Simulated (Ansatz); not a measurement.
`C[S][Sn]([F])([F])[F]`. The species carries charge 0 and has multiplicity 1. Sn takes the def2 core potential. Geometry: relaxed with PBE0-D4/def2-TZVP. It is one conformer, not always the lowest.

```xyz
9

C     0.548   -0.043   -1.567
S     0.497    1.336   -0.374
Sn   -0.460    0.192    1.430
F    -2.171   -0.533    1.054
F    -0.668    1.256    2.979
F     0.533   -1.335    1.957
H     1.171   -0.859   -1.206
H    -0.453   -0.395   -1.811
H     1.002    0.381   -2.462
```

What is the dipole moment at B3LYP/def2-TZVPP? (Best estimate.)

Computed: 4.26 D, with components (1.56, 0.59, -3.92) D in this frame, pointing from negative to positive charge.

And with PBE, r2SCAN, ωB97M-V? (Best estimate.)

The calculation gave: PBE 4.09 D, r2SCAN 4.17 D, ωB97M-V 4.18 D.

Give the Mulliken charges with B3LYP, ωB97M-V, PBE in def2-TZVPP. (An estimate is asked.)

The calculation gave: 
```csv
atom,B3LYP,ωB97M-V,PBE
C1,-0.29,-0.35,-0.27
S2,-0.24,-0.19,-0.24
Sn3,1.46,1.41,1.32
F4,-0.46,-0.45,-0.41
F5,-0.45,-0.44,-0.40
F6,-0.46,-0.45,-0.41
H7,0.15,0.17,0.15
H8,0.15,0.17,0.15
H9,0.13,0.14,0.13
```

B3LYP here is the variant with VWN-RPA as its local correlation; programs differ in this.
